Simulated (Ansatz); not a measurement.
Mulliken charges of `F[B]1[CH2][AlH]1` from B3LYP/def2-TZVPP in Ansatz (PBE0-D4/def2-TZVP geometry).

```json
{"atom": "F1", "x (Å)": "-0.818", "y (Å)": "-1.965", "z (Å)": "1.152", "charge (e)": "-0.260"}
{"atom": "B2", "x (Å)": "-0.363", "y (Å)": "-1.031", "z (Å)": "0.330", "charge (e)": "0.389"}
{"atom": "C3", "x (Å)": "0.500", "y (Å)": "0.144", "z (Å)": "0.567", "charge (e)": "-0.315"}
{"atom": "Al4", "x (Å)": "-0.687", "y (Å)": "0.231", "z (Å)": "-1.159", "charge (e)": "0.059"}
{"atom": "H5", "x (Å)": "1.024", "y (Å)": "0.687", "z (Å)": "-0.248", "charge (e)": "0.114"}
{"atom": "H6", "x (Å)": "0.961", "y (Å)": "0.441", "z (Å)": "1.509", "charge (e)": "0.106"}
{"atom": "H7", "x (Å)": "-0.555", "y (Å)": "1.424", "z (Å)": "-2.195", "charge (e)": "-0.093"}
```

Problem. By hand: the dipole of these point charges (1 e Å = 4.8032 D).

Solution. Σ q r = (0.144, 0.071, -0.082) e Å, of length 0.180 e Å = 0.86 D.

Problem. How does the dipole of the full density compare? (Estimate.)

Solution. Ansatz gave: (0.001, 0.372, -0.307) e Å, 2.32 D; the point charges give 0.37 times that, at 53° from its direction.

Point charges leave out the atoms' own dipoles, such as those of lone pairs, and Mulliken's split depends on the basis, so the two needn't agree.

B3LYP here is the variant with VWN-RPA as its local correlation; programs differ in this.
